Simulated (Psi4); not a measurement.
C3H10SSiZn (SMILES C[Si](C)(C)[Zn][SH]), singlet, at a GFN2-xTB geometry (such geometries of metal compounds can be far from the true shape); PBE/STO-3G run with Psi4.

Input for Psi4:
```
memory 2 GB

molecule mol {
0 1
Zn    0.592757    0.700434    0.518424
S     0.349014    2.984918    0.068594
H     1.227811    3.533755    0.882229
Si   -0.382970   -1.374725   -0.250110
C    -2.272389   -1.306300    0.067309
C     0.301331   -2.964402    0.569006
C    -0.100457   -1.509497   -2.141502
H    -2.776366   -2.150814   -0.394185
H    -2.499502   -1.329270    1.129178
H    -2.709912   -0.399715   -0.341553
H     0.140351   -2.963568    1.642417
H     1.366680   -3.078298    0.395265
H    -0.193593   -3.841862    0.163066
H     0.949829   -1.651975   -2.378722
H    -0.433687   -0.612669   -2.656428
H    -0.647862   -2.349948   -2.558830
}

set {
  basis sto-3g
  reference rks
}

energy('pbe')
print_variables()
```

It wrote (shortened):

```
   => Loading Basis Set <=

    Name: STO-3G
    Role: ORBITAL
    Keyword: BASIS

         ---------------------------------------------------------
                                   SCF
               by Justin Turney, Rob Parrish, Andy Simmonett
                          and Daniel G. A. Smith
                              RKS Reference
         ---------------------------------------------------------

  ==> Geometry <==

    Molecular point group: c1
    Full point group: C1

    Geometry (in Angstrom), charge = 0, multiplicity = 1:

       Center              X                  Y                   Z               Mass
    ------------   -----------------  -----------------  -----------------  -----------------
         ZN           0.546505382284     0.597886132050     0.482378532058    63.929142010000
         S            0.302762382284     2.882370132050     0.032548532058    31.972071174400
         H            1.181559382284     3.431207132050     0.846183532058     1.007825032230
         SI          -0.429221617716    -1.477272867950    -0.286155467942    27.976926534650
         C           -2.318640617716    -1.408847867950     0.031263532058    12.000000000000
         C            0.255079382284    -3.066949867950     0.532960532058    12.000000000000
         C           -0.146708617716    -1.612044867950    -2.177547467942    12.000000000000
         H           -2.822617617716    -2.253361867950    -0.430230467942     1.007825032230
         H           -2.545753617716    -1.431817867950     1.093132532058     1.007825032230
         H           -2.756163617716    -0.502262867950    -0.377598467942     1.007825032230
         H            0.094099382284    -3.066115867950     1.606371532058     1.007825032230
         H            1.320428382284    -3.180845867950     0.359219532058     1.007825032230
         H           -0.239844617716    -3.944409867950     0.127020532058     1.007825032230
         H            0.903577382284    -1.754522867950    -2.414767467942     1.007825032230
         H           -0.479938617716    -0.715216867950    -2.692473467942     1.007825032230
         H           -0.694113617716    -2.452495867950    -2.594875467942     1.007825032230

  Running in c1 symmetry.

  Rotational constants: A =      0.08986  B =      0.02415  C =      0.02334 [cm^-1]
  Rotational constants: A =   2694.07737  B =    724.05105  C =    699.64387 [MHz]
  Nuclear repulsion =  564.402115290153574

  Charge       = 0
  Multiplicity = 1
  Electrons    = 88
  Nalpha       = 44
  Nbeta        = 44

  ==> Algorithm <==

  SCF Algorithm Type is DF.
  DIIS enabled.
  MOM disabled.
  Fractional occupation disabled.
  Guess Type is SAD.
  Energy threshold   = 1.00e-06
  Density threshold  = 1.00e-06
  Integral threshold = 1.00e-12

  ==> Primary Basis <==

  Basis Set: STO-3G
    Blend: STO-3G
    Number of shells: 37
    Number of basis functions: 61
    Number of Cartesian functions: 62
    Spherical Harmonics?: true
    Max angular momentum: 2

  ==> DFT Potential <==

   => LibXC <=

    Version 7.1.2
    S. Lehtola, C. Steigemann, M. J. T. Oliveira, and M. A. L. Marques,  SoftwareX 7, 1–5 (2018) (10.1016/j.softx.2017.11.002)

   => Composite Functional: PBE <=

    PBE GGA Exchange-Correlation Functional

    J.P. Perdew et. al., Phys. Rev. Lett., 77(18), 3865-3868, 1996

    Deriv               =              1
    GGA                 =           TRUE
    Meta                =          FALSE

    Exchange Hybrid     =          FALSE
    MP2 Hybrid          =          FALSE

   => Exchange Functionals <=

    1.0000     XC_GGA_X_PBE

   => Correlation Functionals <=

    1.0000     XC_GGA_C_PBE

   => LibXC Density Thresholds  <==

    XC_GGA_C_PBE:  1.00E-12
    XC_GGA_X_PBE:  1.00E-15

   => Molecular Quadrature <=

    Radial Scheme          =       TREUTLER
    Pruning Scheme         =           NONE
    Nuclear Scheme         =       TREUTLER

    Blocking Scheme        =         OCTREE
[...]
   @DF-RKS iter  70: -2556.41467279390827    3.99272e-02   8.38259e-03 ADIIS/DIIS
   @DF-RKS iter  71: -2556.52147096982662   -1.06798e-01   5.77774e-03 ADIIS/DIIS
   @DF-RKS iter  72: -2556.07055770708666    4.50913e-01   1.14375e-02 ADIIS/DIIS
   @DF-RKS iter  73: -2556.59384180977986   -5.23284e-01   2.72592e-03 ADIIS/DIIS
   @DF-RKS iter  74: -2556.36256695551265    2.31275e-01   8.93712e-03 ADIIS/DIIS
   @DF-RKS iter  75: -2556.45913188796931   -9.65649e-02   7.19408e-03 ADIIS/DIIS
   @DF-RKS iter  76: -2556.46198161411075   -2.84973e-03   5.34056e-03 ADIIS/DIIS
   @DF-RKS iter  77: -2556.52115570023261   -5.91741e-02   4.72118e-03 ADIIS/DIIS
   @DF-RKS iter  78: -2556.36414021099517    1.57015e-01   6.33661e-03 ADIIS/DIIS
   @DF-RKS iter  79: -2556.40822764999439   -4.40874e-02   5.20024e-03 ADIIS/DIIS
   @DF-RKS iter  80: -2556.37553966991982    3.26880e-02   6.41997e-03 ADIIS/DIIS
   @DF-RKS iter  81: -2556.34759939353489    2.79403e-02   6.94212e-03 ADIIS/DIIS
   @DF-RKS iter  82: -2556.35477764633561   -7.17825e-03   6.62954e-03 ADIIS/DIIS
   @DF-RKS iter  83: -2556.22937580553844    1.25402e-01   1.09321e-02 ADIIS/DIIS
   @DF-RKS iter  84: -2556.00471323534020    2.24663e-01   1.19183e-02 ADIIS/DIIS
   @DF-RKS iter  85: -2556.53623175966459   -5.31519e-01   5.45136e-03 ADIIS/DIIS
   @DF-RKS iter  86: -2556.29254251485463    2.43689e-01   9.97180e-03 ADIIS/DIIS
   @DF-RKS iter  87: -2556.30451004403949   -1.19675e-02   9.92595e-03 ADIIS/DIIS
   @DF-RKS iter  88: -2556.24166855523481    6.28415e-02   1.06286e-02 ADIIS/DIIS
   @DF-RKS iter  89: -2556.44258436119435   -2.00916e-01   7.79977e-03 ADIIS/DIIS
   @DF-RKS iter  90: -2553.90569259957374    2.53689e+00   1.85757e-02 ADIIS/DIIS
   @DF-RKS iter  91: -2553.90429974238577    1.39286e-03   1.85881e-02 ADIIS/DIIS
   @DF-RKS iter  92: -2553.88875673730809    1.55430e-02   1.86064e-02 ADIIS/DIIS
   @DF-RKS iter  93: -2553.98963853672785   -1.00882e-01   2.00708e-02 ADIIS/DIIS
   @DF-RKS iter  94: -2554.08848018447907   -9.88416e-02   1.95448e-02 ADIIS/DIIS
   @DF-RKS iter  95: -2554.99021003595453   -9.01730e-01   2.16731e-02 ADIIS/DIIS
   @DF-RKS iter  96: -2556.43637467310145   -1.44616e+00   8.02893e-03 ADIIS/DIIS
   @DF-RKS iter  97: -2556.47119386772238   -3.48192e-02   4.75487e-03 ADIIS/DIIS
   @DF-RKS iter  98: -2556.40105041760671    7.01435e-02   8.68167e-03 ADIIS/DIIS
   @DF-RKS iter  99: -2556.56000728104527   -1.58957e-01   4.40444e-03 ADIIS/DIIS
   @DF-RKS iter 100: -2556.23423974096568    3.25768e-01   1.05188e-02 ADIIS/DIIS

PsiException: Could not converge SCF iterations in 100 iterations.

  Failed to converge.

Traceback (most recent call last):
  File "psi4", line 375, in <module>
  File "<string>", line 37, in <module>
  File "site-packages/psi4/driver/driver.py", line 533, in energy
  File "site-packages/psi4/driver/procrouting/proc.py", line 2760, in run_scf
  File "site-packages/psi4/driver/procrouting/proc.py", line 2047, in scf_helper
  File "site-packages/psi4/driver/procrouting/scf_proc/scf_iterator.py", line 93, in scf_compute_energy
  File "site-packages/psi4/driver/procrouting/scf_proc/scf_iterator.py", line 86, in scf_compute_energy
  File "site-packages/psi4/driver/procrouting/scf_proc/scf_iterator.py", line 609, in scf_iterate

psi4.driver.p4util.exceptions.SCFConvergenceError: Could not converge SCF iterations in 100 iterations.

Printing out the relevant lines from the Psithon --> Python processed input file:
    H    -0.647862   -2.349948   -2.558830
    ""","mol")
    core.IO.set_default_namespace("mol")
    core.set_global_option("BASIS", "sto-3g")
    core.set_global_option("REFERENCE", "rks")
--> energy('pbe')
    print_variables()

!-------------------------------------------------------!
!                                                       !
!  Could not converge SCF iterations in 100 iterations. !
!                                                       !
!-------------------------------------------------------!
```

The run did not converge; its last values are not results.
